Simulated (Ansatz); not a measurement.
1-ethyl-3-methylimidazolium hexafluoroantimonate, `CCn1cc[n+](C)c1.[F][Sb-]([F])([F])([F])([F])[F]`. Total charge 0; singlet. Geometry PBE-D4/def2-SVP; atoms count from 1.

```xyz
26

C    -2.497   -1.115    1.985
C    -1.943    0.102    1.252
N    -0.473    0.160    1.283
C     0.317    0.763    2.248
C     1.624    0.598    1.855
N     1.602   -0.113    0.667
C     2.744   -0.385   -0.204
C     0.325   -0.366    0.339
H    -3.603   -1.108    1.931
H    -2.208   -1.121    3.056
H    -2.143   -2.057    1.521
H    -2.222    0.111    0.179
H    -2.307    1.049    1.698
H    -0.112    1.265    3.120
H     2.558    0.938    2.312
H     3.139    0.576   -0.587
H     2.383   -0.971   -1.069
H     3.524   -0.935    0.357
H     0.004   -0.869   -0.584
F    -1.069   -0.491   -4.445
Sb   -0.110    0.528   -3.117
F     1.422    0.769   -4.267
F     0.690   -1.154   -2.411
F    -0.935    2.190   -3.647
F     0.846    1.447   -1.663
F    -1.556    0.188   -1.811
```

In the def2 sets Sb takes a core potential; there is no spin–orbit coupling.

(1) Estimate the Mulliken populations from the PBE0/def2-TZVP orbitals of Ansatz.

(2) And the Mayer bond orders between heavy atoms (over 0.3)?

Answers

(1) 
```csv
atom,charge (e)
C1,-0.38
C2,-0.21
N3,0.08
C4,-0.12
C5,-0.11
N6,0.06
C7,-0.35
C8,-0.03
H9,0.15
H10,0.13
H11,0.14
H12,0.21
H13,0.14
H14,0.18
H15,0.18
H16,0.18
H17,0.21
H18,0.15
H19,0.27
F20,-0.43
Sb21,1.83
F22,-0.43
F23,-0.48
F24,-0.43
F25,-0.47
F26,-0.48
```
Mulliken values depend strongly on the basis.

(2) C1–C2 1.01 (1.53 Å); C2–N3 0.87 (1.47 Å); N3–C4 1.17 (1.39 Å); N3–C8 1.36 (1.34 Å); C4–C5 1.66 (1.38 Å); C5–N6 1.17 (1.38 Å); N6–C7 0.89 (1.46 Å); N6–C8 1.38 (1.34 Å); F20–Sb21 0.86 (1.93 Å); Sb21–F22 0.84 (1.93 Å); Sb21–F23 0.69 (1.99 Å); Sb21–F24 0.85 (1.93 Å); Sb21–F25 0.74 (1.97 Å); Sb21–F26 0.71 (1.98 Å).
